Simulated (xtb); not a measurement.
xtb input (GFN2-xTB):

```bash
xtb mol.xyz --gfn 2 --sp --chrg 0 --uhf 0
```
mol.xyz:
```
8

C     -0.75978784     0.05014517     0.07071473
C      0.75978784    -0.05014517    -0.07071473
Cl     1.34153413    -1.61205362     0.56736060
Cl     1.55484951     1.28751350     0.80316919
Cl    -1.55484951    -1.28751350    -0.80316919
Cl    -1.34153413     1.61205362    -0.56736060
H     -1.05489891    -0.01286713     1.11249249
H      1.05489891     0.01286713    -1.11249249
```

End of the output:

```
         :::::::::::::::::::::::::::::::::::::::::::::::::::::
         ::                     SUMMARY                     ::
         :::::::::::::::::::::::::::::::::::::::::::::::::::::
         :: total energy             -23.489651650808 Eh    ::
         :: gradient norm              0.013714237669 Eh/a0 ::
         :: HOMO-LUMO gap              5.512069896910 eV    ::
         ::.................................................::
         :: SCC energy               -23.552606811030 Eh    ::
         :: -> isotropic ES            0.015880991909 Eh    ::
         :: -> anisotropic ES          0.002077751143 Eh    ::
         :: -> anisotropic XC          0.004970543473 Eh    ::
         :: -> dispersion             -0.008484221711 Eh    ::
         :: repulsion energy           0.062955160222 Eh    ::
         :: add. restraining           0.000000000000 Eh    ::
         :: total charge              -0.000000000000 e     ::
         :::::::::::::::::::::::::::::::::::::::::::::::::::::

           -------------------------------------------------
          |                Property Printout                |
           -------------------------------------------------

    * Orbital Energies and Occupations

         #    Occupation            Energy/Eh            Energy/eV
      -------------------------------------------------------------
         1        2.0000           -1.0904412             -29.6724
       ...           ...                  ...                  ...
         7        2.0000           -0.5926359             -16.1264
         8        2.0000           -0.5800236             -15.7832
         9        2.0000           -0.5779007             -15.7255
        10        2.0000           -0.5432497             -14.7826
        11        2.0000           -0.5326649             -14.4945
        12        2.0000           -0.4646978             -12.6451
        13        2.0000           -0.4623982             -12.5825
        14        2.0000           -0.4622684             -12.5790
        15        2.0000           -0.4613272             -12.5534
        16        2.0000           -0.4544872             -12.3672
        17        2.0000           -0.4540272             -12.3547
        18        2.0000           -0.4471463             -12.1675
        19        2.0000           -0.4447709             -12.1028 (HOMO)
        20                         -0.2422061              -6.5908 (LUMO)
        21                         -0.2181159              -5.9352
        22                         -0.2120254              -5.7695
        23                         -0.1562961              -4.2530
        24                         -0.0579126              -1.5759
        25                         -0.0267333              -0.7274
        26                         -0.0230693              -0.6277
        27                         -0.0197235              -0.5367
        28                         -0.0195904              -0.5331
        29                         -0.0177402              -0.4827
        30                         -0.0173623              -0.4725
       ...                                ...                  ...
        46                          0.1886308               5.1329
      -------------------------------------------------------------
                  HL-Gap            0.2025648 Eh            5.5121 eV
             Fermi-level           -0.3434885 Eh           -9.3468 eV

     #   Z          covCN         q      C6AA      α(0)
     1   6 C        3.732     0.123    18.656     6.165
     2   6 C        3.732     0.123    18.656     6.165
     3  17 Cl       1.056    -0.116   102.793    15.511
     4  17 Cl       1.056    -0.116   102.793    15.511
     5  17 Cl       1.056    -0.116   102.793    15.511
     6  17 Cl       1.056    -0.116   102.793    15.511
     7   1 H        0.925     0.109     1.706     2.042
     8   1 H        0.925     0.109     1.706     2.042

 Mol. C6AA /au·bohr⁶  :       2681.408542
 Mol. C8AA /au·bohr⁸  :     100728.124098
 Mol. α(0) /au        :         78.460196

Wiberg/Mayer (AO) data.
largest (>0.10) Wiberg bond orders for each atom

 ---------------------------------------------------------------------------
     #   Z sym  total        # sym  WBO       # sym  WBO       # sym  WBO
 ---------------------------------------------------------------------------
     1   6 C    3.936 --     2 C    1.001     5 Cl   0.970     6 Cl   0.970
                             7 H    0.964
     2   6 C    3.936 --     1 C    1.001     4 Cl   0.970     3 Cl   0.970
                             8 H    0.964
     3  17 Cl   1.065 --     2 C    0.970
     4  17 Cl   1.065 --     2 C    0.970
     5  17 Cl   1.065 --     1 C    0.970
     6  17 Cl   1.065 --     1 C    0.970
     7   1 H    0.988 --     1 C    0.964
     8   1 H    0.988 --     2 C    0.964
 ---------------------------------------------------------------------------

Topologies differ in total number of bonds
Writing topology from bond orders to xtbtopo.mol

molecular dipole:
                 x           y           z       tot (Debye)
 q only:        0.000      -0.000       0.000
   full:        0.000      -0.000       0.000       0.000
molecular quadrupole (traceless):
                xx          xy          yy          xz          yz          zz
 q only:       -0.442       0.165      -2.549      -3.941      -0.161       2.991
  q+dip:        0.002       0.077      -4.240      -4.809      -0.337       4.238
   full:       -0.742       0.189      -2.372      -3.795      -0.167       3.114

           -------------------------------------------------
          | TOTAL ENERGY              -23.489651650808 Eh   |
          | GRADIENT NORM               0.013714237669 Eh/α |
          | HOMO-LUMO GAP               5.512069896910 eV   |
           -------------------------------------------------

------------------------------------------------------------------------
------------------------------------------------------------------------
 total:
 SCF:
Note: The following floating-point exceptions are signalling: IEEE_UNDERFLOW_FLAG IEEE_DENORMAL
normal termination of xtb
```
